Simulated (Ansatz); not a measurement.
Total energies of SiCl2(SiMe3)2 (C₆H₁₈Cl₂Si₃) from Ansatz at PBE-D4/def2-SVP, gas phase (1 Eh = 27.2114 eV = 2625.5 kJ/mol). The reference geometry is relaxed at PBE0-D4/def2-SVP.

| state | geometry | energy (Eh) |
| --- | --- | --- |
| charge 0 singlet | reference | -2026.66134 |
| charge 1 doublet | reference | -2026.36986 |
| charge 1 doublet | relaxed at PBE0-D4/def2-SVP | -2026.38352 |
| free Si atom (triplet) | – | -289.12416 |
| free Cl atom (doublet) | – | -459.79702 |
| free C atom (triplet) | – | -37.75124 |
| free H atom (doublet) | – | -0.49863 |

Problem. Work out the vertical ionisation energy to the doublet.

Solution. E(charge 1 doublet) − E(charge 0 singlet) = -2026.36986 − (-2026.66134) = 0.29148 Eh = 7.93 eV. For comparison, −ε of the highest occupied level is 5.60 eV at this level, 2.33 eV less.

Problem. How much does the charge 1 doublet relax, and what is the adiabatic ionisation energy?

Solution. Relaxation: -2026.36986 − (-2026.38352) = 0.01366 Eh = 0.37 eV. Adiabatic ionisation energy: 0.27782 Eh = 7.56 eV, without zero-point energy. 

Problem. What is the binding energy per atom against free atoms?

Solution. Atoms: 3 × (-289.12416) + 2 × (-459.79702) + 6 × (-37.75124) + 18 × (-0.49863) = -2022.44930 Eh. Binding: -2022.44930 − (-2026.66134) = 4.21204 Eh = 114.62 eV, or 3.95 eV for each of 29 atoms (no zero-point energy, no counterpoise term).
